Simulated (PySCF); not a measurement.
Job file and geometry (Å, from GFN2-xTB) of an NMR shielding run on `InChI=1S/C5H9.Al.3H/c1-2-4-5-3-1;;;;/h1H,2-5H2;;;;/q;-1;;;`, GIAO PBE0/pcSseg-1 NMR shielding, non-relativistic, gas phase in PySCF; density fitting, a coarse starting grid and PySCF grid level 2 are the driver's defaults:

```
$ OMP_NUM_THREADS=1 python probes_run.py task.json out

{"job": {"kind": "nmr", "xc": "PBE0", "basis": "pcSseg-1"}, "charge": -1, "multiplicity": 1}
Al     2.464965     0.438693    -0.362131
C      0.423083     0.228134    -0.624092
C     -0.037474    -1.175901    -0.217448
C     -1.527431    -1.047672     0.138954
C     -1.728770     0.425615     0.536293
C     -0.346355     1.082149     0.389542
H      2.893354     1.965572    -0.661093
H      2.730022     0.061516     1.191274
H      3.243018    -0.583180    -1.339229
H     -0.016622     0.435125    -1.617640
H      0.134649    -1.915939    -1.001310
H      0.527365    -1.486827     0.667022
H     -1.816267    -1.726951     0.946449
H     -2.145573    -1.293049    -0.729506
H     -2.447331     0.903793    -0.135679
H     -2.121406     0.519509     1.553126
H     -0.418961     2.128183     0.085799
H      0.180976     1.047547     1.348016
```

Task: What does the program print?

Result: 
```
coarse grid: 14496 points
cycle   1  E = -439.6856444389  dE =  2.980e-01  |g| = 5.051e-01  |ddm| = 3.612e+00
cycle   2  E = -439.6477340118  dE =  3.791e-02  |g| = 6.685e-01  |ddm| = 1.573e+00
cycle   3  E = -439.7699575031  dE = -1.222e-01  |g| = 6.254e-02  |ddm| = 8.980e-01
cycle   4  E = -439.7710141671  dE = -1.057e-03  |g| = 1.467e-02  |ddm| = 9.232e-02
cycle   5  E = -439.7710620670  dE = -4.790e-05  |g| = 6.586e-03  |ddm| = 2.152e-02
cycle   6  E = -439.7710714913  dE = -9.424e-06  |g| = 1.738e-03  |ddm| = 7.452e-03
final grid: 132400 points
cycle   7  E = -439.8091418741  dE = -3.275e-05  |g| = 8.996e-03  |ddm| = 2.961e-02
cycle   8  E = -439.8091249964  dE =  1.688e-05  |g| = 1.221e-02  |ddm| = 1.998e-02
cycle   9  E = -439.8091632014  dE = -3.820e-05  |g| = 4.643e-04  |ddm| = 1.156e-02
cycle  10  E = -439.8091632413  dE = -3.991e-08  |g| = 1.907e-04  |ddm| = 6.192e-04
cycle  11  E = -439.8091632497  dE = -8.439e-09  |g| = 5.336e-05  |ddm| = 2.300e-04
cycle  12  E = -439.8091632504  dE = -7.292e-10  |g| = 4.248e-06  |ddm| = 7.359e-05
converged SCF energy = -439.8091632504

GIAO shielding tensors (ppm)
atom      isotropic    diamagn.    paramagn.     s11        s22        s33       span
  0 Al     450.610     794.582    -343.972    412.687    447.949    491.193     78.506
  1 C      158.125     245.196     -87.071    138.928    161.046    174.400     35.472
  2 C      147.770     246.003     -98.234    117.192    155.000    171.117     53.924
  3 C      156.964     247.166     -90.202    127.853    167.441    175.597     47.744
  4 C      156.985     247.164     -90.179    127.842    167.511    175.603     47.761
  5 C      147.772     246.022     -98.250    117.179    154.950    171.186     54.007
  6 H       27.860      29.356      -1.496     24.803     26.251     32.526      7.722
  7 H       28.351      29.579      -1.229     25.493     27.517     32.042      6.549
  8 H       27.861      29.355      -1.495     24.802     26.254     32.526      7.724
  9 H       31.902      32.027      -0.126     27.696     29.933     38.077     10.381
 10 H       29.933      31.155      -1.222     24.792     28.683     36.324     11.532
 11 H       30.307      31.248      -0.941     24.228     30.279     36.415     12.187
 12 H       30.323      30.309       0.014     25.183     28.264     37.523     12.340
 13 H       30.617      30.698      -0.081     25.090     28.939     37.822     12.732
 14 H       30.615      30.691      -0.077     25.087     28.938     37.819     12.732
 15 H       30.324      30.308       0.016     25.179     28.267     37.525     12.346
 16 H       29.933      31.155      -1.222     24.792     28.687     36.318     11.526
 17 H       30.303      31.252      -0.949     24.218     30.279     36.411     12.193
```

Size and cost of the density-fitted run: 169 basis functions, 47 s wall time on 1 thread of an Arm Neoverse N1, shared host.
